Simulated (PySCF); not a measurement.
W(NH)(F)(Cl)3 (Cl₃FHNW), SMILES [NH]=[W]([F])([Cl])([Cl])[Cl], multiplicity 1.

Geometry optimised at PBE-D3(BJ)/def2-SVP. The multiplicity is an assumed one; no other spin state was optimised. The structure was generated by enumeration; whether it is a known compound was not checked. The def2 effective core potentials stand for the cores of W; spin–orbit coupling is left out.

Level of theory: PBE-D3(BJ)/def2-SVP run with PySCF 2.14.0.

Frequencies are harmonic and unscaled.

### Question
List the normal modes with their intensities. (Estimate from the structure and the level; the computed values follow.)

### Answer

| mode | ν (cm⁻¹) | IR (km/mol) | moving atoms (share of kinetic energy) |
|---|---|---|---|
| 1 | 57 | 0.1 | Cl 43 %, F 33 %, N 15 % |
| 2 | 79 | 0.1 | Cl 83 %, N 10 % |
| 3 | 140 | 0.0 | Cl 53 %, W 22 %, N 11 %, H 9 % |
| 4 | 160 | 0.2 | F 42 %, Cl 40 %, W 15 % |
| 5 | 198 | 2.0 | Cl 52 %, W 18 %, N 15 % |
| 6 | 223 | 1.1 | Cl 41 %, N 35 %, H 21 % |
| 7 | 299 | 11.5 | F 62 %, N 14 %, H 12 % |
| 8 | 326 | 45.0 | Cl 87 %, W 10 % |
| 9 | 391 | 15.9 | Cl 89 %, W 10 % |
| 10 | 398 | 52.4 | Cl 78 %, W 21 % |
| 11 | 664 | 8.7 | F 68 %, H 16 %, N 11 % |
| 12 | 695 | 154.4 | H 48 %, F 23 %, N 23 % |
| 13 | 727 | 83.8 | H 67 %, N 31 % |
| 14 | 959 | 108.5 | N 86 % |
| 15 | 3502 | 163.0 | H 92 % |
